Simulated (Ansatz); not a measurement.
One geometry of Hf5⁺, several levels of theory.

```yaml
crystal:
  periodic: [false, false, false]
  atoms:
    - {symbol: Hf, position_ang: [-1.470776, -2.357701, -0.697894]}
    - {symbol: Hf, position_ang: [-1.210838, -0.661487, 1.398691]}
    - {symbol: Hf, position_ang: [-0.175062, 0.104715, -1.086401]}
    - {symbol: Hf, position_ang: [0.634314, 1.352530, 1.287591]}
    - {symbol: Hf, position_ang: [2.222371, 1.561933, -0.901999]}
basis:
  gaussian: {orbitals: def2-TZVP, initial_orbitals: start.molden}
total_charge: 1
magnetization: {spin_polarized: true, initial_magnetization: 1}
hamiltonian: {xc: r2scan, dispersion: d4}
scf: {omitted_lower_state_checks: [starts]}
output: {orbitals: {seedname: orbitals}}
```

The file start.molden holds the orbitals of an earlier run on this structure, at another level or in another basis.

```sh
$ ansatz run in.yaml --threads 4 --pin off --events-out ev --progress --plain --max-ram 4787MiB
```

It prints (some lines left out):

```
Functional definition: r2SCAN
  name "r2SCAN"
  cite "Furness, Kaplan, Ning, Perdew & Sun, J. Phys. Chem. Lett. 11, 8208 (2020) doi:10.1021/acs.jpclett.0c02405"
  cite "Furness, Kaplan, Ning, Perdew & Sun, J. Phys. Chem. Lett. 11, 9248 (2020) doi:10.1021/acs.jpclett.0c03077"
  parent r2scan
  parameter k0 = 0.174
  parameter k1 = 0.065
  parameter a1 = 4.9479
  exchange = r2scan_x(k0 = k0, k1 = k1, a1 = a1)
  correlation = r2scan_c
these checks for a lower state are left out or cut short: starts
1725 factors; their error is unknown
mean field evaluation 1: about -6520.6421 eV, gradient 3.3e0 eV
mean field evaluation 2: about -6520.8143 eV, gradient 7.4e-1 eV
mean field evaluation 4: about -6520.8174 eV, gradient 2.5e-1 eV
mean field evaluation 8: about -6520.8195 eV, gradient 3.1e-3 eV
mean field evaluation 16: about -6520.8195 eV, gradient 4.1e-5 eV
mean field -6520.81948415 eV, -239.6356960722 hartree, gradient 2.3e-6 eV, S^2 1.878630; 0 other end points of the search recorded, 0 dependent functions left out
reference -6520.81951228 eV, -239.6356971062 hartree; 30, 29 occupied and 170, 171 virtual orbitals, 1725 factors
Total energy: -6520.85510148 eV, -239.6370049850 hartree
Checks for a lower state left out: starts
```

Run time 74 s (4 threads of Arm Neoverse V1 on a shared host), peak host memory 1 GiB.

The first input with `hamiltonian: {xc: pbe, dispersion: d4}`, `output: {forces: true, orbitals: {seedname: orbitals}}` (abridged; 30 s):

```
Functional definition: PBE
mean field evaluation 16: about -6522.3056 eV, gradient 1.4e-5 eV
mean field -6522.30555917 eV, -239.6903083221 hartree, gradient 2.2e-6 eV, S^2 1.060285
Total energy: -6522.53145597 eV, -239.6986098764 hartree
Atom 0 force     0.041408    -0.090239    -0.008318 eV/Å
Atom 1 force    -0.065202    -0.111951    -0.044373 eV/Å
Atom 2 force    -0.152144     0.135838     0.117921 eV/Å
Atom 3 force     0.061719     0.126257    -0.076372 eV/Å
Atom 4 force     0.114219    -0.059906     0.011142 eV/Å
Dipole moment:     0.062313    -0.058581     0.000588 e Å
Checks for a lower state left out: starts
```

First input, but with `hamiltonian: {xc: pbe0, dispersion: d4}` (abridged; 51 s):

```
Functional definition: PBE0
mean field evaluation 16: about -6516.0898 eV, gradient 2.0e-5 eV
mean field -6516.08981308 eV, -239.4618838663 hartree, gradient 3.7e-6 eV, S^2 1.242003
Total energy: -6516.28877025 eV, -239.4691954075 hartree
Checks for a lower state left out: starts
```

As the first input, with `hamiltonian: {xc: {name: wB97M-V}}` (abridged; 3.4 min):

```
Functional definition: wB97M-V
mean field -6505.06506583 eV, -239.0567318779 hartree, gradient 9.7e-6 eV, S^2 0.999530
Total energy: -6505.06511711 eV, -239.0567337624 hartree
Checks for a lower state left out: starts
```

First input, but with `hamiltonian: {xc: pbe}`, `correlation: {method: rpa}` and without the key `output` (abridged; 28 s):

```
Functional definition: PBE
mean field -6522.30553779 eV, -239.6903075363 hartree, gradient 2.5e-6 eV, S^2 1.060351
Total energy: -6496.23452060 eV, -238.7322153262 hartree
Checks for a lower state left out: starts
```

First input, but with `gaussian: {orbitals: def2-SVP, initial_orbitals: start.molden}`, `hamiltonian: {xc: pbe0, dispersion: d4}` (abridged; 33 s):

```
Functional definition: PBE0
mean field evaluation 16: about -6514.5174 eV, gradient 1.5e-5 eV
mean field -6514.51736946 eV, -239.4040976290 hartree, gradient 4.2e-6 eV, S^2 1.171780
Total energy: -6514.71632991 eV, -239.4114092908 hartree
Checks for a lower state left out: starts
```

First input, but with `hamiltonian: {xc: {name: PBE-QIDH}}` and without the key `output` (abridged; 64 s):

```
Functional definition: PBE-QIDH
mean field evaluation 16: about -6486.7392 eV, gradient 5.1e-5 eV
mean field -6486.73924455 eV, -238.3832703673 hartree, gradient 5.1e-6 eV, S^2 2.564620
second order -48.32156073 eV of doubles, -0.00000000 eV of singles
Total energy: -6502.84644513 eV, -238.9751990710 hartree
Checks for a lower state left out: starts
```

Geometry: r2SCAN-D4/def2-SVP.

In the def2 sets Hf takes a core potential; there is no spin–orbit coupling. Correlated methods freeze no core orbitals; core or outer-core shells of Hf are correlated, in sets that lack core-valence functions. At r2SCAN-D4/def2-TZVP, PBE-D4/def2-TZVP, PBE0-D4/def2-TZVP, ωB97M-V/def2-TZVP and others the charge 1 doublet is spin-contaminated (final ⟨S²⟩ up to 2.56, 0.75 for a pure state). No other spin state of charge 1 was run. The geometry of the doublet was relaxed on an unsound state (⟨S²⟩ 1.73, where a pure state has 0.75). Another isomer (doublet) lies 2.98 eV lower at PBE0-D4/def2-TZVP; other spin states weren't run for this one.
